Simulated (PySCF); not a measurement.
ClH₅OSi₂. Atoms are numbered in the order given.

```xyz
9

O      0.7029     1.7826    -0.2856
Si     0.0248     0.4607     0.4610
Si    -1.7514    -0.2506    -0.8827
Cl     1.4009    -1.1140     0.5690
H      1.4544     2.2080     0.1468
H     -0.3410     0.7695     1.8731
H     -1.2255    -0.5995    -2.2329
H     -2.3674    -1.4598    -0.2634
H     -2.7865     0.8169    -1.0071
```
Charge 0, spin multiplicity 1.

Geometry optimised at B3LYP-D3(BJ)/def2-SVP. The structure was generated by enumeration; whether it is a known compound was not checked. One conformer was computed; it need not be the lowest.

The numbers are results of PBE/pcSseg-1 (PySCF), not measurements.

GIAO shieldings, no solvent; atoms alike by connectivity are averaged. δ = σ(ref) − σ: ¹⁷O against H2O (σ = 334.3 ppm); ²⁹Si against TMS (σ = 335.4 ppm); ³⁵Cl against HCl (σ = 936.5 ppm); ¹H against TMS (σ = 31.49 ppm), references at their B3LYP-D3(BJ)/def2-TZVP geometries, non-relativistic (without spin–orbit terms, shifts of atoms bonded to Cl or Br come out too high).

| atoms | nucleus | count | δ (ppm) |
|---|---|---|---|
| O1 | ¹⁷O | 1 | 75.7 |
| Si2 | ²⁹Si | 1 | [?] |
| Si3 | ²⁹Si | 1 | -108.1 |
| Cl4 | ³⁵Cl | 1 | [?] |
| H6 | ¹H | 1 | 6.60 |
| H7, H8, H9 | ¹H | 3 | [?] |
| H5 | ¹H | 1 | 2.38 |

Complete the blanks. (An estimate is asked for; the answer gives what the named calculation found.)


- H7, H8, H9, δ (ppm): 3.82
- Si2, δ (ppm): 17.3
- Cl4, δ (ppm): 105.5
